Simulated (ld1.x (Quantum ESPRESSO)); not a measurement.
## dysprosium: excitation energies, all-electron against ultrasoft

dysprosium, ultrasoft, made with ld1.x (Quantum ESPRESSO) 7.5 (LDA (PZ), scalar-relativistic). Core [Kr] 4d10 4f9, reference 5s2 5p6 5d1 6s0 6p0 (charge +2). Waves: 5s (bound): rcut 1.65, rcutus 1.80 bohr; 6s (bound, empty): rcut 1.65, rcutus 1.80 bohr; 5p (bound): rcut 1.90, rcutus 2.35 bohr; 6p (bound, empty): rcut 1.90, rcutus 2.35 bohr; 5d (bound): rcut 3.20, rcutus 3.55 bohr; 5d channel at 0.7 Ry: rcut 3.20, rcutus 3.55 bohr. Local part: all-electron potential smoothed inside 2.65 bohr (lloc = -1). Core correction: none. Augmentation charge: built from norm-conserving waves at rcut, not smoothed further.

Energies are relative to the spin-unpolarised reference configuration 5s2 5p6 5d1 6s0 6p0; without spin polarisation the order of configurations can differ from experiment.

```
valence configuration  charge  ΔE all-electron (eV)  error AE − PS (meV)
  5s2 5p6 5d1 6s2 6p0       0               -19.765                -2171
  5s2 5p6 5d1 6s1 6p0      +1               -12.712                -1410
  5s2 5p6 5d0 6s0 6p0      +3                20.140                  -51
  5s2 5p6 5d2 6s1 6p0       0               -17.655                -1134
  5s2 5p6 5d1 6s0 6p2       0               -13.349                 -945
  5s2 5p5 5d1 6s2 6p0      +1                14.055                -3830
```

Question: What are ΔE and the potential's error for 5s2 5p6 5d1 6s1.5 6p0?

Answer: ΔE = -16.914 eV all-electron; the error (AE − PS) is -1856 meV.

These tests converged, but a pseudo level misses the all-electron one widely, so the file describes the atom poorly there or has found another state: 5s2 5p6 5d0 6s0 6p0: empty 6s by 2.7 eV.

A Bessel basis up to 400 Ry misses an occupied level by 0.77 Ry, so cutoffs and ghosts were not judged.
